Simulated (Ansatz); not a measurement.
`C[OH+][Al-]([CH3])([CH3])[F]`, charge 0, multiplicity 1.

(1) Give a relaxed structure at PBE0-D4/def2-TZVP (Ansatz 0.2.0). (Best estimate.)

Answers

(1) Ansatz gave: 
Z-matrix (Å, degrees):
```
C
O 1 1.429
H 1 1.091 2 111.0
H 1 1.090 2 109.6 3 122.5
H 1 1.088 2 106.8 3 -119.1
Al 2 1.992 1 125.4 3 62.6
H 2 0.966 1 111.7 3 -63.2
C 6 1.954 2 104.8 1 105.3
C 6 1.962 2 103.4 1 -22.5
F 6 1.691 2 88.0 1 -137.9
H 8 1.096 6 112.0 2 -64.8
H 8 1.094 6 112.1 2 56.0
H 8 1.095 6 111.4 2 176.0
H 9 1.095 6 113.0 2 -56.2
H 9 1.095 6 110.5 2 -175.3
H 9 1.096 6 112.7 2 66.1
```
This is one stationary point; other conformers may exist.
